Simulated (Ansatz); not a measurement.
`[OH][Sn]([OH])[OH]` radical. Total charge 0; spin multiplicity 2. Sn: def2 effective core potential.

Cartesian coordinates in Å:
```
O 1.2849 -0.3183 1.2427
Sn -0.3482 0.4673 0.4654
O -1.4768 -1.0570 -0.0740
O 0.2208 1.3325 -1.2126
H 1.1215 -1.1694 1.6614
H -1.9329 -0.8996 -0.9070
H 1.1306 1.6444 -1.1758
```

(1) What are the harmonic wavenumbers in cm⁻¹ at PBE0-D4/def2-TZVP (Ansatz, finite differences of forces, unscaled)? (Estimate.)

(2) Is this a minimum?

(3) Give the ideal-gas thermochemistry at 298.15 K and 1 bar (rigid rotor, harmonic oscillator; point group C3, symmetry number 3).

(4) Rotational constants (cm⁻¹)?

## Answers

(1) Ansatz gave: 84, 86, 126, 196, 212, 212, 587, 596, 596, 806, 820, 821, 3862, 3863, 3864.

(2) Yes, all 15 modes are real.

(3) Zero-point energy 100.1 kJ/mol; H(298) − E = 122.0 kJ/mol; entropy 356.8 J/(mol·K), of which translation 172.9, rotation 99.9, vibration 78.3, electronic 5.8; G(298) − E = 15.6 kJ/mol. Modes under 100 cm⁻¹ are hindered rotations or soft bends, so the harmonic entropy is rough.

(4) 0.1548, 0.1544, 0.09667.
